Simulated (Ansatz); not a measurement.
NaLi3⁺. The state is a doublet with charge 1. Geometry PBE/def2-TZVP, that of the neutral singlet; atoms count from 1.

```xyz
4

Li    0.5261    0.5790   -1.0773
Li   -0.6137   -0.5229    1.0595
Li   -2.3184    1.5090   -0.4586
Na    2.4060   -1.5651    0.4764
```

The structure comes from a short search, and lower isomers may exist.

Question: Estimate the Mulliken populations from the PBE0/def2-TZVP orbitals of Ansatz.

Answer: 
```csv
atom,charge (e),spin (α − β)
Li1,0.24,0.04
Li2,0.24,0.04
Li3,0.26,0.43
Na4,0.27,0.49
```
Mulliken values depend strongly on the basis.

Question: Where does the spin sit?

Answer: Summed by element: Li 0.51, Na 0.49, of 1 unpaired in all. Largest on single atoms: Na4 0.49, Li3 0.43, Li1 0.04.

Question: And the Mayer bond orders between heavy atoms (over 0.3)?

Answer: Li1–Li2 0.42 (2.66 Å); Li1–Li3 0.34 (3.06 Å); Li1–Na4 0.34 (3.25 Å); Li2–Li3 0.34 (3.06 Å); Li2–Na4 0.34 (3.25 Å).
